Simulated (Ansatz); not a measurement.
Program: Ansatz. Geometries: PBE0-D4/def2-TZVP. ΔE: electronic, gas phase. CBS: MP2 limit from def2 TZ/QZ plus the TZ coupled-cluster correction, frozen cores. Each species was taken in one conformer, which may not be the lowest.

Consider the cleavage of the Al–B bond: `C[SiH2][B]([AlH2])[SiH3]` + `CC(C)N` → `CC(C)[NH][AlH2]` + `C[SiH2]B[SiH3]`.

`C[SiH2][B]([AlH2])[SiH3]`:

Z-matrix (Å, degrees):
```
C
Si 1 1.887
H 1 1.092 2 111.3
H 1 1.092 2 109.7 3 -119.7
H 1 1.092 2 110.9 3 120.8
B 2 2.004 1 105.0 3 -60.1
H 2 1.493 1 109.0 3 62.9
H 2 1.493 1 109.5 3 179.5
Si 6 1.996 2 114.0 1 -83.9
Al 6 2.089 2 122.3 1 95.0
H 9 1.491 6 114.3 2 26.1
H 9 1.490 6 116.3 2 152.8
H 9 1.497 6 102.4 2 -90.2
H 10 1.593 6 119.6 2 -82.6
H 10 1.592 6 121.1 2 96.4
```

`CC(C)N`:

```xyz
13

C     0.565    1.031   -0.739
C    -0.294    0.148    0.148
C    -0.431   -1.248   -0.429
N     0.328    0.055    1.464
H     0.659    2.038   -0.321
H     1.568    0.608   -0.831
H     0.130    1.124   -1.737
H    -1.302    0.595    0.195
H    -0.894   -1.219   -1.418
H    -1.053   -1.881    0.212
H     0.552   -1.718   -0.515
H     0.409    0.973    1.885
H    -0.238   -0.508    2.086
```

`CC(C)[NH][AlH2]`:

Z-matrix (Å, degrees):
```
C
C 1 1.523
H 1 1.095 2 110.4
H 1 1.092 2 110.7 3 -119.5
H 1 1.093 2 111.4 3 119.7
C 2 1.523 1 111.0 3 -62.6
N 2 1.453 1 111.4 3 62.2
H 2 1.097 1 108.0 3 179.2
H 6 1.092 2 110.7 1 -178.0
H 6 1.095 2 110.4 1 62.5
H 6 1.093 2 111.3 1 -57.1
Al 7 1.768 2 128.7 1 117.5
H 7 1.012 2 111.3 1 -62.4
H 12 1.585 7 117.4 2 0.0
H 12 1.584 7 117.8 2 -180.0
```

`C[SiH2]B[SiH3]`:

Z-matrix (Å, degrees):
```
C
Si 1 1.876
H 1 1.092 2 110.8
H 1 1.093 2 110.8 3 119.7
H 1 1.092 2 111.1 3 -120.3
B 2 2.005 1 115.3 3 -55.0
H 2 1.492 1 109.9 3 177.4
H 2 1.499 1 109.6 3 60.3
Si 6 2.005 2 123.1 1 17.1
H 6 1.198 2 118.2 1 -162.6
H 9 1.488 6 115.4 2 153.9
H 9 1.490 6 113.4 2 28.1
H 9 1.497 6 104.2 2 -88.0
```

```
                   species  CCSD/CBS(def2) energy (Eh)
`C[SiH2][B]([AlH2])[SiH3]`                  -888.95198
                  `CC(C)N`                  -174.25253
         `CC(C)[NH][AlH2]`                  -416.88581
          `C[SiH2]B[SiH3]`                  -646.35642
```

(1) Work out ΔE.

Largest T1 diagnostic among the species: 0.014.

Results:

(1) ΔE = (-416.88581) + (-646.35642) − (-888.95198) − (-174.25253) = -0.03772 Eh = -1.03 eV. CCSD(T)/CBS gives -1.02 eV.
